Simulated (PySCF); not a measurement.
B3LYP has the VWN-RPA correlation part, as in Gaussian. 

```xyz
10

N     -1.6839     0.4587     0.3581
C     -0.3508     0.5835     0.2118
O      0.2477     1.6104     0.5043
Si     0.7561    -0.8373    -0.4720
O      2.2395    -0.1548    -0.4344
H     -2.2165     1.2346     0.7211
H     -2.1646    -0.3882     0.1149
H      0.6639    -2.0413     0.3947
H      0.3402    -1.2139    -1.8485
H      2.1683     0.7484    -0.0909
```

Charge 0, multiplicity 1.

Task: Give the Mulliken and meta-Löwdin atomic charges from B3LYP-D3(BJ)/def2-TZVP // PBE0-D4/def2-TZVP in PySCF.

Result: 
```csv
atom,Mulliken (e),meta-Löwdin (e)
N1,-0.38,-0.41
C2,0.20,0.20
O3,-0.39,-0.50
Si4,0.42,0.85
O5,-0.52,-0.76
H6,0.23,0.25
H7,0.24,0.25
H8,-0.06,-0.12
H9,-0.06,-0.12
H10,0.33,0.36
```
